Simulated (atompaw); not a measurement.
What one change does to a pseudopotential (Os (Z = 76), PAW (atompaw))

osmium (Os), PAW, made with atompaw 4.2.0.5 (PBEsol, scalar-relativistic). Core [Kr] 4d10 4f14, reference 5s2 5p6 5d6 6s2 6p0. Waves: 5s (bound): rc 1.55 bohr; 6s (bound): rc 2.60 bohr; 5p (bound): rc 2.10 bohr; 6p (bound, empty): rc 2.60 bohr; 5d (bound): rc 2.60 bohr; 5d channel at 0.25 Ry: rc 2.60 bohr; 5f channel at 0.1 Ry: rc 2.60 bohr. Local part: bessel scheme, radius 2.55 bohr. Core correction: smooth core density matched at 2.50 bohr. Augmentation charge: sinc compensation charge, radius 2.30 bohr; PAW radius 2.60 bohr; waves and projectors: custom polynom2 7 10 vanderbiltortho.

Change: all radii scaled by about 1.23 (s 1.90, p 2.58, d 3.20, f 3.20 bohr); local potential bessel scheme, radius 3.14 bohr; augmentation sinc compensation charge, radius 2.84 bohr; PAW radius 3.20 bohr; waves and projectors: custom polynom2 7 10 vanderbiltortho; core correction smooth core density matched at 3.08 bohr.

Cutoffs: the cutoffs (Ry, on a coarse ladder) from which the occupation-weighted sum of valence levels, in a spherical-Bessel basis at the reference potential, stays within 10 and 1 mRy of its value at 400 Ry; they do not see the model core or the augmentation charge, which bear on the density cutoff.

Q: What does the change do?

A: The potential gets softer (35 Ry and 80 Ry → 25 Ry and 55 Ry); neither file shows a bound ghost. A larger radius leaves more room for a smooth pseudo-wave, so fewer plane waves are needed.

| quantity | base | changed |
| --- | --- | --- |
| cutoff, loose | 35 Ry | 25 Ry |
| cutoff, tight | 80 Ry | 55 Ry |
| loose cutoff by channel (10 mRy a level) | s 18 Ry, p 15 Ry, d 18 Ry | s 18 Ry, p 12 Ry, d 8 Ry |
| bound ghosts | none | none |
| lowest overlap eigenvalue by channel | s 0.40, p 0.61, d 0.93, f 1.00 | s 0.23, p 0.81, d 0.94, f 1.00 |

 The cutoffs see the waves, projectors and local potential, not the compensation charge or the core.
